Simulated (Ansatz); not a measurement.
Ansatz results at the PBE0-D4/def2-TZVP geometry: size of the dipole moment (B3LYP/def2-TZVPP) 2.27 D; HOMO–LUMO gap (ωB97M-V/def2-TZVPP) 11.97 eV; HOMO–LUMO gap (B3LYP/def2-TZVPP) 7.28 eV.

Each molecule was computed in one conformer, which needn't be the lowest.

(1) Which molecule gave them?
A. `BNCOC`
B. `BNC(C)O`
C. `FCOB[SiH2]S`
D. `C=N[Si](N)(O)F`

Results:

(1) A. The others give `BNC(C)O`: 0.45, 12.25, 7.59; `FCOB[SiH2]S`: 2.94, 9.73, 5.24; `C=N[Si](N)(O)F`: 1.58, 10.92, 5.83.

B3LYP here is the variant with VWN-RPA as its local correlation; programs differ in this.
